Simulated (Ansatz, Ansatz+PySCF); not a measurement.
| atom | x (Å) | y (Å) | z (Å) |
| --- | --- | --- | --- |
| B | 0.0000 | 0.0000 | 0.0000 |
| B | 0.0000 | 0.0000 | 1.8400 |

Basis set: def2-SVP (spherical functions). Left uncorrelated: 2 orbitals. Correlation on ROHF uses semicanonical orbitals with singles. Charge 0, multiplicity 3.

Computed with Ansatz (development build ahead of 0.2.0); each method stands on the lowest determinant of its kind that the runs found.

Give the atomization energy at this shape (free ground-state atoms in the same class of orbitals less the molecule, no zero-point energy) of triplet B2 by ROHF-MP2, UHF-MP2, ROHF, UHF.

```json
{"method": "ROHF-MP2", "atomization energy": "46.16 kcal/mol"}
{"method": "UHF-MP2", "atomization energy": "45.60 kcal/mol"}
{"method": "ROHF", "atomization energy": "37.03 kcal/mol"}
{"method": "UHF", "atomization energy": "43.50 kcal/mol"}
```

Caution for UHF-MP2, UHF: the unrestricted determinant is spin contaminated.
